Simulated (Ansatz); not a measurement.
Ideal-gas functions of CBF₂N (`N#CB(F)F`) at 600 K and 1 bar, from an Ansatz frequency run at PBE0-D4/def2-TZVP.

Molar mass 74.83 g/mol, point group C2v (symmetry number 2), electronic degeneracy 1, moments of inertia 48.662, 133.05, 181.712 u Å². Harmonic wavenumbers (cm⁻¹, unscaled): 176, 243, 436, 521, 670, 733, 1320, 1488, 2378.

Use S(trans) = R[1.5 ln M + 2.5 ln T − 1.1517]; rotational temperatures θ = 24.2544 K / I; S(rot) = R[ln(√π/σ · √(T³/θAθBθC)) + 1.5]; for each mode x = 1.438777 ν̃/T, S = R[x/(eˣ − 1) − ln(1 − e⁻ˣ)] and H = RT x/(eˣ − 1); 1 cm⁻¹ = 0.0119627 kJ/mol; R = 8.31446 J/(mol·K).

**Question.** By hand: the entropy, in J/(mol·K).

**Answer.** Translation 177.2. Rotation: θ = 0.4984, 0.1823, 0.1335 K, giving 109.6. Vibration, mode by mode: 15.55, 12.92, 8.31, 6.98, 5.21, 4.62, 1.52, 1.10, 0.19, in all 56.4. Electronic 0.0. Sum 343.2 J/(mol·K).

**Question.** By hand: H − E and G − E in kJ/mol, counted from the electronic energy.

**Answer.** Zero-point energy ½ × 7965 × 0.0119627 = 47.6; thermal vibration 18.2; translation, rotation and pV give 4 RT = 20.0. H − E = 85.8 kJ/mol, and G − E = 85.8 − 600 × 343.2/1000 = -120.1 kJ/mol.

Vibration gives 16 % of the entropy.
